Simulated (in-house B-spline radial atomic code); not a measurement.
Results of a calculation; reference values are marked as such.
## Softness against transferability: the 3s channel of Mg

Mg, [Ne] 3s2, non-relativistic LDA (VWN5), spherical and spin-unpolarised, from an all-electron radial atomic-structure program (B-spline basis) (atomic units). The all-electron 3s level is ε = -0.175427 hartree, its outermost node lies just inside 0.91 bohr and its outer maximum at 2.50 bohr.

Troullier-Martins pseudo-orbitals are made for several radii. The cutoffs (hartree) are the plane-wave energies beyond which the orbital holds less than the named kinetic energy per electron. The phase error is the difference, pseudo minus all-electron, of arctan(R P'/P) at R = 3.8 bohr for all radii, half a hartree below and above the level.

```tsv
r_c (bohr)	V_l(0) (hartree)	cutoff for 10 mEh	for 1 mEh	for 0.1 mEh	phase error at ε − 0.5 (mrad)	at ε + 0.5 (mrad)
1.88	0.61	2	6.06	12.3	-0.2	-9.1
2.18	1.23	2.08	4.03	10.8	-0.2	-7.6
2.5	0.81	1.92	3.7	9.68	-0.2	-11.3
2.83	0.37	1.48	3.18	8	-0.4	-22.3
3.15	0.10	0.583	2.69	6.48	-0.9	-42.7
3.5	-0.09	0.461	2.16	5.12	-1.8	-78.6
```

**Question.** Which radius needs the lowest cutoff for 0.1 mEh while both phase errors stay within 22.4 mrad?

**Answer.** The radii within that limit are 1.88, 2.18, 2.5, 2.83 bohr; of these r_c = 2.83 needs the least, 8 hartree, that is 16 Ry or 218 eV.

**Question.** What does the larger radius buy, and what does it cost?

**Answer.** From r_c = 1.88 to 3.5 bohr the cutoff for 1 mEh goes from 6.06 to 2.16 hartree, a factor of 2.81, against 3.47 for a pure 1/r_c² scaling, end to end; step by step it is 6.06, 4.03, 3.7, 3.18, 2.69, 2.16, and for 0.1 mEh 12.3, 10.8, 9.68, 8, 6.48, 5.12; the number of plane waves goes as the cutoff to the power 3/2, here a factor of 4.7. The larger of the two phase errors is least at r_c = 2.18 bohr, 7.6 mrad; it is 9.1 at the smallest radius and 78.6 at the largest. These errors test the reference atom alone. Large radii also let the cores of neighbours overlap, which an atom doesn't show.
